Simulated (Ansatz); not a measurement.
`[OH][Zr]([OH])([OH])[Br]`. Charge 0, multiplicity 1. Zr takes the def2 core potential. All single points use the PBE0-D4/def2-TZVP geometry. It is one conformer, not always the lowest.

```xyz
8

O    -0.856    1.416   -0.793
Zr   -0.234   -0.153    0.102
O     0.741   -1.255   -1.115
O     0.879    0.336    1.575
Br   -2.236   -1.454    0.975
H    -1.046    2.312   -1.053
H     1.156   -1.631   -1.886
H     1.596    0.428    2.195
```

(1) What is the dipole moment at ωB97M-V/def2-TZVPP? (An estimate is asked.)

(2) And with PBE, r2SCAN, B3LYP? (An estimate is asked.)

(3) Give the Mulliken charges with ωB97M-V, B3LYP, PBE in def2-TZVPP. (Estimate.)

Results:

(1) Ansatz gave: 4.05 D, with components (3.19, 2.07, -1.39) D in this frame, pointing from negative to positive charge.

(2) Ansatz gave: PBE 3.91 D, r2SCAN 4.00 D, B3LYP 3.93 D.

(3) Ansatz gave: 
| atom | ωB97M-V | B3LYP | PBE |
| --- | --- | --- | --- |
| O1 | -0.49 | -0.52 | -0.47 |
| Zr2 | 1.30 | 1.36 | 1.20 |
| O3 | -0.49 | -0.52 | -0.47 |
| O4 | -0.49 | -0.52 | -0.47 |
| Br5 | -0.33 | -0.36 | -0.34 |
| H6 | 0.17 | 0.18 | 0.18 |
| H7 | 0.17 | 0.18 | 0.18 |
| H8 | 0.17 | 0.18 | 0.18 |

B3LYP here is the variant with VWN-RPA as its local correlation; programs differ in this.
